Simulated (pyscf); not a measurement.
# HO–GaH–Cl (SMILES [OH][GaH][Cl]), singlet

Gas-phase minimum from PySCF at ωB97X-D3(BJ)/def2-SVP, one conformer. 

```
Ga
O 1 1.7714
H 2 0.9642 1 115.15
H 1 1.5416 2 121.99 3 179.98
Cl 1 2.1473 4 122.78 2 -179.92
```

Properties at ωB97X-D3(BJ)/def2-SVP:

| Quantity | Result |
|---|---|
| Harmonic wavenumbers, unscaled | 171, 384, 432, 500, 601, 738, 818, 2109, 3912 cm⁻¹ |
| Zero-point energy | 13.8 kcal/mol |
| Rotational symmetry number | 1 |
| Entropy of this conformer at 298 K and 1 atm, rigid rotor and harmonic oscillator, modes under 100 cm⁻¹ raised to 100 | 298.9 J/(mol K) |
| Dipole moment | 0.42 D |

Single-point totals, which compare only within one level (frozen core for MP2 and CC):

```csv
level,total energy (hartree)
ωB97X-D3(BJ)/def2-TZVP,-2461.59281
PBE/def2-TZVP,-2461.04979
r²SCAN/def2-TZVP,-2461.53535
B3LYP-D3(BJ)/def2-TZVP,-2461.68366
PBE0-D3(BJ)/def2-TZVP,-2461.12824
M06-2X/def2-TZVP,-2461.56535
ωB97M-D3(BJ)/def2-TZVP,-2461.70483
HF/def2-TZVPP,-2458.91395
MP2/def2-TZVPP,-2459.57106
CCSD/def2-TZVPP,-2459.58619
CCSD(T)/def2-TZVPP,-2459.61276
```

Soft torsions are taken as harmonic, which can shift the entropy by several J/(mol K). The CCSD(T) − MP2 part came from Ansatz, without density fitting, on the same reference. The frozen core leaves the outer d or s,p core shells of the metals and heavy elements correlated in the MP2 and CC values, and def2-TZVPP describes them poorly, so these totals are far from the basis limit. Elements up to Kr have no core potential and no relativistic terms here.
